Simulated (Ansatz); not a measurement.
Computed with Ansatz on PBE0-D4/def2-TZVP structures; ΔE is electronic, products minus reactants. CCSD(T)/CBS adds triple-zeta CCSD(T) − MP2 to the extrapolated MP2 energy (def2 sets, frozen cores). Functionals use def2-TZVPP. One conformer a species, not always the lowest.

Consider the ligand exchange at a B–C bond: `BC1=NCN1C` + `OCS` → `BSCO` + `CN1C=NC1`.

```csv
level,ΔE (kJ/mol)
PBE0,-100.6
SCS-MP2/def2-TZVPP,-93.6
CCSD(T)/def2-TZVPP,-95.6
HF/def2-QZVPP,-87.7
```

(1) What does CCSD(T)/CBS give? (Best estimate.)

Largest T1 diagnostic among the species: 0.014.

Answers

(1) Ansatz gave: -94.5 kJ/mol. The listed levels differ from it by -6.1, 0.9, -1.1, 6.8 kJ/mol.

In def2-TZVPP, CCSD(T) changes the Hartree–Fock value by −7.0 kJ/mol (the triples alone add −2.0 kJ/mol) and MP2 by −9.5 kJ/mol.
